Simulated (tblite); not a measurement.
C₅H₆BBrO.
Numbering: `[Br:1][BH:2][CH:3]1[CH:4]=[CH:5][O:6][CH:7]=[CH:8]1` (hydrogens: H9 on B2; H10 on C3; H11 on C4; H12 on C5; H13 on C7; H14 on C8)

Computed with GFN2-xTB (tblite), gas phase: L-BFGS steps from a force-field or distance-geometry start until the largest atomic force falls under 0.01 eV/Å.

Step 14: E = -629.5536 eV
```
atom  x, y, z in Å  |  force x, y, z in eV/Å
Br1     3.1950   -1.6207    0.1491   -0.016  -0.013   0.015
B2      1.7217   -0.7526   -0.5785    0.017  -0.029   0.003
C3      0.7748    0.1269    0.3406   -0.019   0.032   0.004
C4     -0.3105   -0.8337    0.8089   -0.010  -0.005  -0.016
C5     -1.5905   -0.6574    0.5200   -0.014   0.000  -0.012
O6     -2.1072    0.3789   -0.1970    0.024   0.000  -0.015
C7     -1.2023    1.3246   -0.5964    0.003   0.002  -0.007
C8      0.1008    1.2754   -0.3759   -0.014  -0.007  -0.019
H9      1.4616   -0.9406   -1.7026    0.008   0.001  -0.075
H10     1.2988    0.5134    1.2292    0.010   0.008   0.006
H11    -0.0050   -1.6911    1.3871   -0.003   0.025   0.037
H12    -2.3748   -1.3250    0.8449    0.023  -0.019   0.024
H13    -1.6975    2.1297   -1.1178    0.022   0.007   0.010
H14     0.7345    2.0717   -0.7336   -0.031  -0.001   0.044
```

Step 15: E = -629.5540 eV
```
atom  x, y, z in Å  |  force x, y, z in eV/Å
Br1     3.1934   -1.6231    0.1491   -0.016  -0.009   0.023
B2      1.7220   -0.7520   -0.5786    0.011  -0.046  -0.029
C3      0.7735    0.1272    0.3389    0.008   0.001   0.008
C4     -0.3109   -0.8332    0.8098    0.007   0.003  -0.016
C5     -1.5904   -0.6572    0.5205   -0.022  -0.012  -0.017
O6     -2.1064    0.3773   -0.1989   -0.002   0.003  -0.019
C7     -1.2027    1.3243   -0.5963   -0.003   0.008  -0.019
C8      0.1000    1.2760   -0.3761   -0.006  -0.011  -0.007
H9      1.4649   -0.9410   -1.7038    0.005   0.008  -0.065
H10     1.3007    0.5120    1.2254    0.011   0.026   0.034
H11    -0.0058   -1.6891    1.3901    0.003   0.024   0.038
H12    -2.3744   -1.3251    0.8449    0.016  -0.021   0.029
H13    -1.6975    2.1294   -1.1172    0.011   0.016   0.005
H14     0.7330    2.0740   -0.7302   -0.021   0.008   0.035
```

Step 16: E = -629.5546 eV
```
atom  x, y, z in Å  |  force x, y, z in eV/Å
Br1     3.1913   -1.6262    0.1497   -0.016  -0.006   0.029
B2      1.7224   -0.7522   -0.5793   -0.005  -0.052  -0.061
C3      0.7723    0.1276    0.3371    0.041  -0.035   0.007
C4     -0.3113   -0.8327    0.8105    0.022   0.011  -0.011
C5     -1.5906   -0.6571    0.5207   -0.019  -0.021  -0.021
O6     -2.1056    0.3755   -0.2015   -0.033   0.000  -0.022
C7     -1.2032    1.3240   -0.5964   -0.009   0.009  -0.025
C8      0.0991    1.2764   -0.3764    0.005  -0.015   0.009
H9      1.4690   -0.9412   -1.7065    0.005   0.017  -0.043
H10     1.3031    0.5108    1.2216    0.005   0.039   0.052
H11    -0.0067   -1.6863    1.3945    0.007   0.024   0.034
H12    -2.3738   -1.3255    0.8456    0.007  -0.018   0.031
H13    -1.6975    2.1295   -1.1164   -0.003   0.027  -0.001
H14     0.7307    2.0769   -0.7254   -0.007   0.020   0.023
```

Q: Estimate the geometry and energy of step 17. (The exact step hangs on the optimiser's Hessian estimate; all steps are aligned on step 16, rigid shifts and turns removed.)

A: E = -629.5555 eV, largest force 0.108 eV/Å
```
atom  x, y, z in Å  |  force x, y, z in eV/Å
Br1     3.1874   -1.6315    0.1513   -0.017  -0.005   0.033
B2      1.7230   -0.7536   -0.5817   -0.028  -0.046  -0.089
C3      0.7713    0.1277    0.3344    0.078  -0.075   0.002
C4     -0.3119   -0.8316    0.8116    0.036   0.020  -0.001
C5     -1.5909   -0.6573    0.5206   -0.006  -0.029  -0.024
O6     -2.1048    0.3723   -0.2064   -0.065  -0.010  -0.025
C7     -1.2042    1.3234   -0.5971   -0.014   0.003  -0.029
C8      0.0976    1.2768   -0.3766    0.021  -0.016   0.031
H9      1.4761   -0.9412   -1.7121    0.002   0.028  -0.009
H10     1.3075    0.5097    1.2162   -0.009   0.044   0.059
H11    -0.0081   -1.6809    1.4023    0.011   0.026   0.025
H12    -2.3727   -1.3263    0.8472   -0.004  -0.010   0.029
H13    -1.6976    2.1299   -1.1150   -0.020   0.039  -0.007
H14     0.7266    2.0821   -0.7168    0.013   0.031   0.005
```

The energy changes by -0.0009 eV. The first-order estimate −F·Δx gives -0.0012 eV and the mean of the old and new forces, exact on a quadratic surface, -0.0009 eV. The step makes an angle of 71° with the force vector and moves no atom by more than 0.011 Å.

The cost below is that of the whole relaxation. Time: 2.4 s of wall time. Hardware: one thread of an Intel Xeon at 2.50 GHz, no GPU, on a shared host.
